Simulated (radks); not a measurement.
All-electron atom: the thallium ion Tl57+ in [Ne] 3s2 3p4 3d6 4d2 (not the ground configuration).

Calculated with a radial shooting solver on a logarithmic mesh with Libxc functionals: Dirac Kohn-Sham, PBE, spin-unpolarised, spherical densities, finite nucleus; open shells fill j = l - 1/2 first; Fermi nuclear charge, rms radius 5.4759 fm.

Energy parts (eV):
part                       energy
total                  -464306.24
kinetic                 549010.12
electron-nucleus      -1071772.42
Hartree                  64823.72
exchange-correlation     -6367.65

Orbitals (lengths in bohr, moments of r in powers of bohr):
| orbital | occ. | eigenvalue (eV) | <1/r> |
|---|---|---|---|
| 1s1/2 | 2 | -89387.04 | 99.38 |
| 2s1/2 | 2 | -19018.05 | 24.66 |
| 2p1/2 | 2 | -18449.09 | 24.61 |
| 2p3/2 | 4 | -16358.59 | 19.80 |
| 3s1/2 | 2 | -7066.915 | 9.485 |
| 3p1/2 | 2 | -6830.613 | 9.400 |
| 3p3/2 | 2 | -6314.845 | 8.129 |
| 3d3/2 | 4 | -5957.009 | 7.998 |
| 3d5/2 | 2 | -5842.102 | 7.712 |
| 4s1/2 | 0 | -3598.624 | 4.791 |
| 4p1/2 | 0 | -3495.336 | 4.737 |
| 4p3/2 | 0 | -3306.246 | 4.267 |
| 4d3/2 | 2 | -3155.244 | 4.181 |
| 4d5/2 | 0 | -3112.197 | 4.074 |

The highest occupied level is 4d3/2 at -3155.2 eV. The configuration is held as typed, so some empty levels lie below it. The electron density at the nucleus is 2.511e+06 e/bohr^3.
